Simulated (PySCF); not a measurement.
Level sweep

CH₃NSeSi.
Cartesian coordinates in Å at the PBE0-D3(BJ)/def2-SVP level; atoms count from 1:
```xyz
7
CH3NSeSi angstrom
N      2.0432   -1.5373    0.0275
C      1.2240   -0.7161    0.0237
Si    -0.1131    0.5745    0.0184
Se    -2.0351   -0.2812   -0.8293
H      0.3130    1.6632   -0.8978
H     -0.2528    1.0423    1.4225
H     -2.2113   -1.1897    0.3159
```

PySCF, dipoles from the SCF density, polarisabilities from static response with core orbitals frozen. Isolated species at its PBE0-D3(BJ)/def2-SVP geometry (one conformer only). The LDA/def2-SVPD calculation is non-relativistic and has no spin–orbit coupling, an omission that weighs most on selenium.

Compare the levels for these properties.

```
              level  μ (D)  α (au)  anisotropy (au)
      LDA/def2-SVPD  3.249   73.88            28.27
      PBE/def2-SVPD  3.147   73.08            28.23
    B3LYP/def2-SVPD  3.215   71.09            26.13
     PBE0/def2-SVPD  3.184   70.52            25.93
BHandHLYP/def2-SVPD  3.261   68.67            24.08
CAM-B3LYP/def2-SVPD  3.234   69.83            24.58
  wB97X-D/def2-SVPD  3.190   70.24            25.07
  LC-wPBE/def2-SVPD  3.182   68.26            23.59
       HF/def2-SVPD  3.275   66.57            22.04
        PBE0/6-31G*  2.935   56.73            26.17
      PBE0/def2-SVP  2.997   57.95            23.31
   PBE0/aug-cc-pVDZ  3.223   71.02            26.81
     PBE0/def2-TZVP  3.180   66.27            26.36
    PBE0/def2-TZVPD  3.202   71.33            26.39
   PBE0/aug-cc-pVTZ  3.221   71.54            26.54
```

The anisotropy is √(½[(α1 − α2)² + (α2 − α3)² + (α3 − α1)²]). The dipole runs from 2.93 D (PBE0/6-31G*) to 3.28 D (HF/def2-SVPD). No reference polarisability is at hand; against PBE0 in the largest diffuse basis at hand (aug-cc-pVTZ) the other PBE0 rows deviate by 6-31G* -21%, def2-SVP -19%, def2-SVPD -1%, aug-cc-pVDZ -1%, def2-TZVP -7%, def2-TZVPD 0%. In one basis (def2-SVPD) the functionals order the polarisability from HF (lowest) to LDA (highest), a spread of 11%. With PBE0 the polarisability is 60.32 au without diffuse functions (mean of 6-31G*, def2-SVP and def2-TZVP) and 71.10 au with them (mean of def2-SVPD, aug-cc-pVDZ, def2-TZVPD and aug-cc-pVTZ).
